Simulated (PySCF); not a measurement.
# Distorted geometries of Eu(NH2)2

Eu(NH2)2 (singlet in the valence; each metal's 4f electrons, 7 of them, lie in its core potential, out of spins and levels). PySCF 2.14.0, RKS BP86, Eu lcecp-0-SVP with ECP53, N def2-SVP, H def2-SVP; non-relativistic Hamiltonian with scalar-relativistic core potentials where named; density fitting; no spin-orbit coupling. Relaxed geometry:

```xyz
7

Eu   -1.1453   -0.1847   -0.0115
N     0.1305   -0.0639    1.9059
H     1.1517    0.0950    1.9112
H    -0.1150   -0.1423    2.9058
N     0.1342    0.1212   -1.9070
H     1.1534    0.2918   -1.8940
H    -0.1108    0.1488   -2.9103
```

Question: Order these distorted geometries by energy above the relaxed one, lowest first.
A.
```xyz
7

Eu   -1.1113   -0.1470   -0.0021
N     0.1215   -0.0625    1.8755
H     1.1998    0.0954    1.9521
H    -0.0829   -0.1499    2.9211
N     0.0594    0.1153   -1.9131
H     1.1577    0.2785   -1.9117
H    -0.1455    0.1361   -2.9217
```
B.
```xyz
7

Eu   -1.1972   -0.2559    0.0804
N     0.1705   -0.2089    1.8443
H     1.0313    0.3343    1.9137
H    -0.1428   -0.0757    2.7701
N     0.2197   -0.0374   -1.9281
H     1.1125    0.2137   -1.8787
H     0.0047    0.2959   -2.8017
```
C.
```xyz
7

Eu   -1.1201   -0.4282   -0.1019
N     0.0122    0.0487    1.9729
H     1.3248    0.1976    2.0235
H    -0.2104   -0.2543    2.8335
N     0.2079    0.0950   -2.0998
H     1.0198    0.4722   -1.8654
H    -0.0355    0.1349   -2.7629
```

Answer: A (0.23 eV), B (0.77 eV), C (6.38 eV).

Question: Which forces (eV/Å) act in the one that lies 6.38 eV up?

Answer: 
```
Eu    1.04   0.44  -0.15
N     5.35   1.89  -5.63
H    -4.90  -0.55  -0.06
H    -0.92  -1.58   4.96
N     8.27  -5.14  39.69
H     5.01   2.35   0.85
H   -13.86   2.59 -39.65
```
Forces carry noise of the integration grid, about 0.01 to 0.03 eV/Å.

An lcecp potential fixes the number of 4f electrons, so in runs with it no electron can move into or out of that shell.
